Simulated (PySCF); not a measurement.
Choosing a basis for TDDFT

C3H9GeN.
Cartesian coordinates in Å at the PBE0-D3(BJ)/def2-SVP level; atoms count from 1:
```xyz
14
C3H9GeN angstrom
C     -2.2864    0.6122   -0.1425
N     -1.1215    0.1637   -0.3202
C     -0.5922   -0.8095    0.6001
C      0.7209   -0.3168    1.1952
Ge     1.9487    0.4018   -0.1656
H     -2.9412    0.2865    0.6915
H     -2.6934    1.3624   -0.8356
H     -0.3967   -1.7284    0.0193
H     -1.3173   -1.0757    1.3989
H      0.5340    0.4805    1.9331
H      1.2271   -1.1363    1.7287
H      1.9883   -0.5394   -1.3847
H      1.5558    1.8181   -0.6128
H      3.3666    0.4660    0.4463
```

TDDFT with PBE0 (PySCF), vertical singlets, core orbitals frozen in the response, spherical d and f functions. Isolated species at its PBE0-D3(BJ)/def2-SVP geometry (one conformer only). The PBE0/6-31G* calculation is non-relativistic and has no spin–orbit coupling, an omission that weighs most on germanium.

Problem. Compare 6-31G*, def2-SVP, def2-SVPD, aug-cc-pVDZ, def2-TZVP and def2-TZVPD for this molecule.

Solution. 

```
      basis  functions  diffuse  S1 (eV)  S2 (eV)  S3 (eV)  S4 (eV)  S5 (eV)  LUMO (eV)  α (au)
     6-31G*        106       no     5.12     7.09     7.78     7.87     7.92      -0.05    65.5
   def2-SVP        133       no     5.00     6.98     7.70     7.74     7.81      -0.28    69.4
  def2-SVPD        190      yes     4.91     6.77     6.98     7.45     7.49      -0.54    78.8
aug-cc-pVDZ        209      yes     4.89     6.43     6.68     6.87     6.92      -0.63    80.6
  def2-TZVP        226       no     4.93     6.78     7.43     7.51     7.58      -0.49    77.0
 def2-TZVPD        283      yes     4.90     6.70     6.75     7.20     7.35      -0.59    80.2
```

States are compared by their number. Against the largest diffuse basis here (def2-TZVPD, itself not a converged limit), sets without diffuse functions differ by up to 0.22 eV in S1 and 0.57 eV in S5; the smaller diffuse sets differ by up to 0.01 and 0.43 eV. State by state, the largest deviation of a set without diffuse functions is S1 0.22, S2 0.39, S3 1.03, S4 0.67, S5 0.57 eV. The same number needn't mean the same state in each row. Against def2-TZVPD the polarisability deviates by -18% in 6-31G*, -13% in def2-SVP, -2% in def2-SVPD, 0% in aug-cc-pVDZ, -4% in def2-TZVP.
